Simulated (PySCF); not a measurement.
SMILES [SiH3]O[SiH2][SiH2][GeH3] (H10GeOSi3), singlet, GFN2-xTB optimised geometry.

```
15

Si     3.04    -1.05     0.17
O      1.51    -0.54     0.00
Si    -0.11    -0.54     0.00
Si    -0.71     1.69     0.00
Ge    -3.03     1.91     0.20
H      3.08    -2.49    -0.05
H      3.43    -0.70     1.54
H      3.78    -0.30    -0.84
H     -0.52    -1.31    -1.19
H     -0.54    -1.31     1.18
H     -0.31     2.42    -1.22
H     -0.11     2.48     1.09
H     -3.78     0.62     0.42
H     -3.76     2.49    -0.98
H     -3.54     2.76     1.33
```

Density from CAM-B3LYP/def2-TZVP in PySCF at that geometry.

Minimum of the electron density along straight lines between bonded atoms, close to the bond critical point (lines longer than 1.1 times the sum of covalent radii, or with two minima, are not listed):

```
bond     length / Å  ρ at the minimum / e bohr⁻³  ∇²ρ there / e bohr⁻⁵  position (fraction from the first atom)
-------  ----------  ---------------------------  --------------------  ---------------------------------------
Si1–O2        1.618                        0.140                  0.92                                     0.42
O2–Si3        1.622                        0.139                  0.93                                     0.59
Si3–Si4       2.307                          ___                 -0.20                                     0.49
Si4–Ge5       2.342                        0.093                 -0.16                                     0.38
Si1–H6        1.461                        0.128                  0.16                                     0.49
Si1–H7        1.461                        0.128                  0.16                                     0.49
Si1–H8        1.459                        0.129                  0.16                                     0.49
Si3–H9        1.469                        0.126                  0.16                                     0.49
Si3–H10       1.470                        0.126                  0.16                                     0.49
Si4–H11       1.473                        0.122                  0.17                                     0.49
Si4–H12       1.472                        0.122                  0.17                                     0.49
Ge5–H13       1.506                        0.138                  0.09                                     0.60
Ge5–H14       1.503                        0.139                  0.09                                     0.60
Ge5–H15       1.503                        0.139                  0.09                                     0.60
```

### Question
What belongs in the gaps?

### Answer

- Si3–Si4, ρ at the minimum / e bohr⁻³: 0.102
